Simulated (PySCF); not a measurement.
All of these have the formula C7H10O. Computed with PySCF 2.14.0, density-fitted response routines, TDDFT wB97X-D/def2-SVPD, vertical, gas phase, core orbitals frozen in the response. Geometries: GFN2-xTB; one conformer of each isolated species. Triplets are in the Tamm–Dancoff approximation. 'Strongest' means the level of largest summed f among the lowest 8 singlets; it needn't be the same kind of state in each.

Question: Rank by computed lowest singlet excitation energy, lowest first.
A. `CC[C@@H]1CC=CC1=O`
B. `C#CC(=C)OC(C)C`
C. `C=CC[C@H](C=C)C=O`
D. `C#C/C(=C/CC)CO`
E. `C1C(=CCCC=1)CO`

Answer: A (3.90 eV), C (4.27 eV), E (4.94 eV), D (5.59 eV), B (5.76 eV).

```
           SMILES  S1 (eV)  f (strongest)  f (S1)  α (au)  T1 (eV)  first f ≥ 0.01 (nm)  S1 mainly
CC[C@@H]1CC=CC1=O     3.90           0.28   0.001    81.5     3.48                  200  H→L (94%)
C=CC[C@H](C=C)C=O     4.27           0.31   0.004    87.5     3.72                  190  H→L (58%)
     OCC1=CCCC=C1     4.94           0.11   0.111    84.9     3.10                  251  H→L (98%)
   C#C/C(=C/CC)CO     5.59           0.33   0.333    91.5     3.52                  222  H→L (79%)
   C#CC(=C)OC(C)C     5.76           0.22   0.223    89.0     3.67                  215  H→L (88%)
```

H and L stand for HOMO and LUMO.

- `CC[C@@H]1CC=CC1=O`: Löwdin shares by element: HOMO oxygen 55%, carbon 32% or more; LUMO carbon 64% or more, oxygen 19% (atoms not listed hold the other 17%).
- `C=CC[C@H](C=C)C=O`: Löwdin shares by element: HOMO carbon 37% or more, oxygen 27% (atoms not listed hold the other 36%); LUMO carbon 53% or more, oxygen 25% (atoms not listed hold the other 22%).
- `OCC1=CCCC=C1`: Löwdin shares by element: HOMO carbon 76% or more (atoms not listed hold the other 24%); LUMO carbon 74% or more (atoms not listed hold the other 26%).
- `C#C/C(=C/CC)CO`: Löwdin shares by element: HOMO carbon 82% or more (atoms not listed hold the other 18%); LUMO carbon 72% or more (atoms not listed hold the other 28%).
- `C#CC(=C)OC(C)C`: Löwdin shares by element: HOMO carbon 64% or more, oxygen 15% (atoms not listed hold the other 21%); LUMO carbon 77% or more (atoms not listed hold the other 23%).
